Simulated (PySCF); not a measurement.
CsI, SMILES [Cs][I]. Heavy atoms are numbered as in [Cs:1][I:2].

Geometry: PBE-D3(BJ)/def2-TZVPD. The def2 effective core potentials stand for the cores of Cs, I; spin–orbit coupling is left out.

The numbers are results of CAM-B3LYP/def2-TZVPD in PySCF, not measurements.

Mulliken values depend strongly on the basis, most of all with diffuse functions as here. ESP charges are fitted to the potential on shells at 1.4 to 2.0 van der Waals radii. Atomic charges (e), one atom of each kind:

```tsv
atom	Mulliken	ESP fit
Cs1	0.87	[?]
I2	-0.87	[?]
```

Question: What belongs in the gaps? (Estimate from the structure and the level; the computed values follow.)

Answer: 
- Cs1, ESP fit: 0.70
- I2, ESP fit: -0.70
